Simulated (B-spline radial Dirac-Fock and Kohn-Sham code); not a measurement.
Model: the Dirac equation of a negative muon with reduced mass in the field of a spherical finite nucleus, with the Uehling potential to all orders; nuclear polarisation, deformation, hyperfine structure, self-energy, higher-order vacuum polarisation, relativistic recoil and electron screening are left out. Program: a radial atomic solver. The nuclear charge is a Fermi distribution (skin thickness 2.3 fm).

Q: A muonic atom of atomic mass 171.94 u emits these computed lines: 2p3/2 → 1s1/2 5016 keV, 3d5/2 → 2p3/2 1825 keV, 4f7/2 → 3d5/2 661.6 keV, 5g9/2 → 4f7/2 304.5 keV. Which element is it, and what rms charge radius was used?

A: Thulium (Z = 69, nuclide ¹⁷²Tm); the high transitions hardly feel the nucleus and fix Z. The 2p → 1s line lies 5945 keV below the value for a point nucleus without QED, which for this nuclear model gives a radius near 5.24 fm (5.2411 fm was used).
